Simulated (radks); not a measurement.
All-electron atom: Cs31+ in [Ar] 3d6.

Calculated with a radial shooting solver on a logarithmic mesh with Libxc functionals: Dirac Kohn-Sham, PBE, spin-unpolarised, spherical densities, finite nucleus; open shells are shared between the two j in proportion to 2j + 1; Fermi nuclear charge, rms radius 4.8041 fm.

Energy parts (eV):
part                      energy
total                 -195174.09
kinetic                208754.23
electron-nucleus      -441064.27
Hartree                 41129.91
exchange-correlation    -3993.96

Orbitals (lengths in bohr, moments of r in powers of bohr; <r^-3> diverges for s and p1/2; r(90%) holds 90 % of the orbital's charge):
orbital,occ.,eigenvalue (eV),<r^-3>,<r^4>,r(90%),small-component weight
1s1/2,2,-37117.10,-,2.245e-06,0.0470,4.12e-02
2s1/2,2,-6924.449,-,0.0003674,0.172,8.94e-03
2p1/2,2,-6602.035,-,0.0002324,0.153,8.96e-03
2p3/2,4,-6246.659,5977,0.0002821,0.161,8.48e-03
3s1/2,2,-2331.604,-,0.01282,0.417,2.97e-03
3p1/2,2,-2202.133,-,0.01162,0.408,2.91e-03
3p3/2,4,-2125.486,1324,0.01326,0.422,2.79e-03
3d3/2,2.4,-1911.102,220.5,0.009228,0.387,2.67e-03
3d5/2,3.6,-1893.910,202.9,0.009609,0.391,2.63e-03

The highest occupied level is 3d5/2 at -1893.9 eV. The density falls to 0.001 e/bohr^3 at r = 0.88 bohr. For comparison, the ionisation energy in NIST's Atomic Spectra Database is 1936 eV (theoretical). In exact Kohn-Sham theory the highest level is minus the ionisation energy, but local and semilocal functionals leave it too shallow, through self-interaction and a potential that decays too fast; potentials with the right tail come closer. Summed over all electrons, <r^2> = 1.276 bohr^2, which gives a Langevin (diamagnetic) susceptibility term of -1.01 x 10^-6 cm^3/mol. The electron density at the nucleus is 2.956e+05 e/bohr^3.

Beside tabulated values, note that spin-unpolarised runs miss the spin-polarisation part of the exchange energy of open shells.
